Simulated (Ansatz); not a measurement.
CH$_{4}$FGaO$_{2}$ (`OC[O][GaH][F]`). Charge 0, multiplicity 1. Correlated methods include outer-core shells of Ga, which these sets cover unevenly. Scalar relativity is left out up to krypton.

```
atom   x (Å)   y (Å)   z (Å)
  O1  -0.010   0.304   1.021
  C2   1.147  -0.047   0.169
  O3   0.634  -0.736  -0.882
 Ga4  -1.168  -0.493  -0.568
  F5  -1.723   1.105  -1.094
  H6  -0.140   1.260   1.023
  H7   1.646   0.890  -0.114
  H8   1.807  -0.657   0.795
  H9  -2.192  -1.626  -0.350
```

Q: Give the diagnostics of a CCSD(T)/def2-TZVPP run (frozen core, Ansatz 0.2.0). (Best estimate.)

A: The calculation gave: T1 = 0.0135, largest single amplitude 0.019, largest double 0.019, (T) share of the correlation energy 3.5 %, 9 CCSD cycles. The RHF solution is stable towards an unrestricted one. T1 lies under the customary mark of 0.02 for closed shells.
